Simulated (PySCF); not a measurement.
**Structure elucidation problem**

The spectra below were simulated for a compound C₅H₁₂ClNSi₂.

¹H NMR (600 MHz, computed): δ 6.26 (m, 1H), 6.01 (m, 1H), 5.10 (m, 1H), 4.72 (s, 3H), 2.56 (m, 1H), 2.54 (m, 1H), 2.44 (m, 1H), 0.97 (m, 1H), 0.63 (m, 1H), -0.68 (br s, 1H).

¹³C{¹H} NMR (computed): δ 137.7 (CH), 136.3 (CH), 44.1 (CH), 24.4 (CH2), 11.8 (CH2).

Equivalent nuclei averaged, non-relativistic Hamiltonian, no solvent model, single conformer. GFN2-xTB structure; NMR shieldings at PBE0/pcSseg-1/GIAO; PySCF 2.14.0 with density-fitted response routines.

Referencing at the same level of theory: ¹H (σref 31.72) and ¹³C (σref 186.93) vs TMS.

Question: Propose a structure and justify it.

Answer: 
1. The formula gives 2 degrees of unsaturation (1 ring in the answer).
2. 5 carbon signals for 5 carbons: no two carbons are equivalent.
3. Carbon types of the structure: 3 × CH, 2 × CH2, leaving 5 H on heteroatoms.
4. δC 137.7, 136.3: alkene CH; as expected for a trigonal carbon in a double bond.
5. δC 44.1: allylic sp3 CH bonded to N and Si; the inductive effect lowers its shielding.
6. δC 24.4: allylic sp3 CH2; a saturated carbon with 2 carbon neighbours and no heteroatom attached.
7. δC 11.8: sp3 CH2 bonded to Si; an electropositive neighbour leaves it electron-rich and shielded.
8. δH 6.26, 6.01: hydrogen on an alkene CH; a vinylic proton, deshielded by the sp2 carbon and the C=C anisotropy.
9. δH 2.56: hydrogen on an allylic sp3 CH bonded to N and Si; its carbon carries N, hence the downfield position.
10. δH -0.68: hydrogen on a nitrogen bonded to C, Si; exchangeable, gas-phase position.

Structure: SMILES [SiH3]N[C@@H]1C=CCC[Si@H]1Cl.

This is the structure that produced the data.

The OH or NH signal is concentration- and solvent-dependent in practice; the value given is the gas-phase one. Shifts are as computed. Against solution values, carbons near 30 ppm lie about +3 ppm off and those near 130 ppm about +5 ppm. Of 1211 compounds with measured shifts, 218 miss one by over three times the rms of a fit or turn the order of signals round; such compounds aren't used in these exercises. Multiplicities follow the n + 1 count of equivalent neighbours, as no J values were calculated; m marks all less simple cases, F and P coupling included.
